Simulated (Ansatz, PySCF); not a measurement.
System: BBr2, net charge 0, doublet state. SMILES: Br[B]Br
Coordinates optimised at B3LYP-D3(BJ)/def2-TZVP (Ansatz, a first-principles code):
```xyz
3

B     -0.6400    -0.4659    -0.0426
Br    -0.7477     1.2069    -0.9132
Br     0.8392    -1.1404     0.9193
```
Charge 0, spin multiplicity 2.

Wanted: atomisation energy, in kcal/mol. Set-up: spin-orbit terms left out; UHF or UKS for open shells; no dispersion term unless named; atomisation electronic, to ground-state atoms; non-relativistic. First-principles rows: single points at B3LYP-D3(BJ) geometries (Ansatz).

| species | coefficient | E at BP86/def2-SVP (PySCF), Eh | E at wB97X-V/def2-TZVPD (Ansatz), Eh |
|---|---|---|---|
| Br[B]Br | -1 | -5173.05513 | -5172.67851 |
| B atom | +1 | -24.62165 | -24.65384 |
| Br atom | +2 | -2574.06821 | -2573.87421 |

 1 Eh = 627.5095 kcal/mol.

Compute it at each level from the table.


- BP86/def2-SVP: the sum of coefficient times E is 0.29706 Eh, or 186.41 kcal/mol. Result: 186.4 kcal/mol.
- wB97X-V/def2-TZVPD: the sum of coefficient times E is 0.27625 Eh, or 173.35 kcal/mol. Result: 173.3 kcal/mol.
